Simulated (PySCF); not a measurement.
# Frontier levels across methods

Species: C3H5FSSi.
Numbering: `[F:1][Si@H:2]1[CH:3]=[CH:4][S:5][CH2:6]1` (hydrogens: H7 on Si2; H8 on C3; H9 on C4; H10, H11 on C6)

Geometry (PBE0-D3(BJ)/def2-SVP, Å), atoms numbered from 1 in this order:
```xyz
11
C3H5FSSi angstrom
F     -1.344   -1.522   -0.941
Si    -0.452   -0.791    0.213
C      1.282   -0.466   -0.308
C      1.513    0.851   -0.492
S      0.311    2.086   -0.207
C     -1.015    1.006    0.404
H     -0.659   -1.617    1.433
H      2.081   -1.186   -0.500
H      2.472    1.258   -0.836
H     -1.930    1.194   -0.180
H     -1.222    1.259    1.455
```

Basis pcSseg-2 throughout (PySCF), one geometry. Isolated species at its PBE0-D3(BJ)/def2-SVP geometry, gas phase.

Question: How do the orbital energies, the gap and the dipole change with the method?

Answer: 
| method | kind | HOMO (eV) | LUMO (eV) | gap (eV) | μ (D) | SCF cycles |
| --- | --- | --- | --- | --- | --- | --- |
| BLYP | GGA | -5.41 | -1.65 | 3.76 | 1.40 | 16 |
| B97-D | GGA | -5.52 | -1.68 | 3.84 | 1.36 | 16 |
| OPBE | GGA | -5.58 | -1.71 | 3.87 | 1.35 | 17 |
| PBE | GGA | -5.58 | -1.81 | 3.77 | 1.39 | 16 |
| KT2 | GGA | -5.62 | -1.82 | 3.80 | 1.42 | 17 |
| KT3 | GGA | -5.63 | -1.77 | 3.86 | 1.39 | 16 |
| BP86 | GGA | -5.67 | -1.88 | 3.79 | 1.38 | 16 |
| LDA | LDA | -5.73 | -2.03 | 3.70 | 1.46 | 15 |
| B97-2 | global hybrid | -6.39 | -0.93 | 5.46 | 1.43 | 14 |
| B3LYP | global hybrid | -6.41 | -1.10 | 5.31 | 1.45 | 14 |
| PBE0 | global hybrid | -6.63 | -0.92 | 5.71 | 1.46 | 14 |
| mPW1PW91 | global hybrid | -6.65 | -0.92 | 5.73 | 1.46 | 14 |
| BHandHLYP | global hybrid | -7.54 | 0.11 | 7.65 | 1.52 | 12 |
| CAM-B3LYP | range-separated hybrid | -7.85 | 0.17 | 8.03 | 1.48 | 13 |
| wB97X-D | range-separated hybrid | -8.40 | 0.86 | 9.26 | 1.44 | 14 |
| HF | Hartree–Fock | -8.94 | 2.56 | 11.50 | 1.56 | 12 |
| LC-wPBE | range-separated hybrid | -9.17 | 1.25 | 10.42 | 1.45 | 15 |

The HOMO spans 3.76 eV, from BLYP down to LC-wPBE, and the gap runs from 3.70 eV (LDA) to 11.50 eV (HF). Over the methods BLYP (0 %), B97-D (0 %), OPBE (0 %), PBE (0 %), KT2 (0 %), KT3 (0 %), BP86 (0 %), LDA (0 %), B97-2 (21 %), B3LYP (20 %), PBE0 (25 %), mPW1PW91 (25 %), BHandHLYP (50 %), HF (100 %), a straight line through the gap against the share of exact exchange rises by 0.77 eV for each 10 % (correlation coefficient 1.000). The dipole ranges from 1.35 D (OPBE) to 1.56 D (HF). This basis has no diffuse functions.
